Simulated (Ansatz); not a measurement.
Basis-set extrapolation for `CO[SiH2]N[SiH3]` (PBE0-D4/def2-TZVP geometry, frozen core, Ansatz 0.2.0). Multiplicity 1, RHF reference.

```
                      def2-TZVPP   def2-QZVPP
                 HF  -750.474923  -750.502515
    MP2 correlation    -0.873629    -0.937921
CCSD(T) correlation    -0.963018      not run
```

Energies in hartree. Use E(X) = E(∞) + A·exp(−7.88·√X) for Hartree–Fock and E(X) = E(∞) + B·X^(−2.97) for correlation, with X = 3 and 4, and add CCSD(T) minus MP2 of the smaller set to the MP2 limit.

Question: What is the CCSD(T) energy at the basis-set limit?

Answer: HF limit: -750.502515 + (-0.027592) × 0.13774 = -750.50632. MP2 limit: -0.937921 + (-0.064292) × 0.74074 = -0.98554. Higher-order term: -0.963018 − (-0.873629) = -0.08939. Total: -751.58125 hartree, 3.90 eV below CCSD(T)/def2-TZVPP.
